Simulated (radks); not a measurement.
The numbers below are computed, except where a source is named.
Removal energies from the sulfur ion S9+, [He] 2s2 2p(1/2: 2, 3/2: 1), by Delta-SCF beside the eigenvalue of the level emptied. Level of theory: Dirac Kohn-Sham, relativistic LDA (MacDonald-Vosko exchange, VWN5 correlation), spin-unpolarised, spherical densities, finite nucleus; Fermi nuclear charge, rms radius of each element as measured or else 0.836 A^(1/3) + 0.57 fm (a radial shooting solver on a logarithmic mesh with Libxc functionals). Sub-shells are occupied by j as written (lower j first in brackets).

| removed from | final configuration | Delta-SCF (eV) | -eigenvalue (eV) |
|---|---|---|---|
| 2p3/2 | [He] 2s2 2p(1/2: 2, 3/2: 0) | 441.82 | 413.42 |
| 2p1/2 | [He] 2s2 2p(1/2: 1, 3/2: 1) | 443.55 | 415.03 |
| 2s1/2 | [He] 2s1 2p(1/2: 2, 3/2: 1) | 484.32 | 459.20 |
| 1s1/2 | 1s1 2s2 2p(1/2: 2, 3/2: 1) | 2812.5 | 2705.1 |
